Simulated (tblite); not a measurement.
C4H6F2O2Si.
Geometry (GFN2-xTB, Å), atoms numbered from 1 in this order:
```xyz
15
C4H6F2O2Si angstrom
C      2.4558    0.4115    0.9881
O      1.4968   -0.6319    1.0045
C      0.3322   -0.4011    0.3944
C     -0.6568   -1.2869    0.2745
C     -1.8646   -0.7750   -0.4470
F     -2.9793   -0.7615    0.3983
Si    -1.2951    0.9994   -0.9044
F     -1.0242    1.1724   -2.4786
O      0.1640    0.8374   -0.1733
H      3.3239    0.0154    1.5100
H      2.7253    0.6821   -0.0356
H      2.0807    1.2970    1.5067
H     -0.6138   -2.2743    0.6899
H     -2.1609   -1.4288   -1.2752
H     -1.9884    2.1522   -0.3965
```

Calculated harmonic vibrations of the isolated species, GFN2-xTB (tblite), most abundant isotopes, no scaling. The method is semi-empirical: single wavenumbers can be off by several per cent or more. Modes of hydrogen on silicon can be 10 to 20 % off. One conformer, not necessarily the lowest.

Harmonic wavenumbers (cm⁻¹): 66.3, 85.3, 115.3, 137.8, 163.0, 215.0, 223.4, 295.9, 405.6, 426.0, 523.4, 563.7, 590.3, 604.5, 640.6, 707.1, 738.4, 824.8, 878.4, 926.3, 978.4, 1024.7, 1039.1, 1121.8, 1143.7, 1164.8, 1210.9, 1258.2, 1266.0, 1396.8, 1452.6, 1466.9, 1703.1, 2498.5, 2907.2, 2963.2, 2975.1, 3039.0, 3167.8.

A = 2019, B = 1081, C = 776.0 MHz; mass 152.011 u (most abundant isotopes); point group C1, symmetry number 1.

Question: Zero-point energy?

Answer: Half the sum of the wavenumbers: 21454 cm⁻¹ = 61.34 kcal/mol.

Question: What is S at 298.15 K and 1 bar for an ideal gas of classical rigid rotors and harmonic oscillators?

Answer: Translation 40.99, rotation 29.63, vibration 27.76: S = 98.4 cal/(mol K).

Question: And Cp and H(298.15 K) − H(0)?

Answer: Cp = 36.98 cal/(mol K), of which vibrations give 29.03 (their classical limit is 39 R = 77.5); H(298.15 K) − H(0) = 6.83 kcal/mol without the zero-point energy, 4.46 from vibrations.

Question: Which modes carry the vibrational entropy at 298.15 K?

Answer: 66.3 cm⁻¹: 4.26; 85.3 cm⁻¹: 3.77; 115.3 cm⁻¹: 3.18; 137.8 cm⁻¹: 2.83; 163.0 cm⁻¹: 2.51; 215.0 cm⁻¹: 2.00 cal/(mol K); the other 33 give 9.20 together.

Question: How do the functions run with temperature in this model?

Answer: 
| T (K) | S (cal/(mol K)) | Cp (cal/(mol K)) | H − H(0) (kcal/mol) | G − H(0) (kcal/mol) | ln q(vib) |
| --- | --- | --- | --- | --- | --- |
| 100 | 69.6 | 18.8 | 1.28 | -5.68 | 1.40 |
| 200 | 85.5 | 28.1 | 3.63 | -13.47 | 3.95 |
| 300 | 98.6 | 37.1 | 6.89 | -22.69 | 6.49 |
| 500 | 121.2 | 51.5 | 15.86 | -44.74 | 11.42 |
| 800 | 148.4 | 63.9 | 33.37 | -85.35 | 18.20 |
| 1000 | 163.2 | 69.0 | 46.69 | -116.55 | 22.27 |

q(vib) and H(0) count from the zero-point level.

Hindered rotation and anharmonicity are outside this model. Other conformers, if any are populated, would add a mixing term that is left out. The structure is chiral; the term R ln 2 for an equal mix with its mirror image is left out.
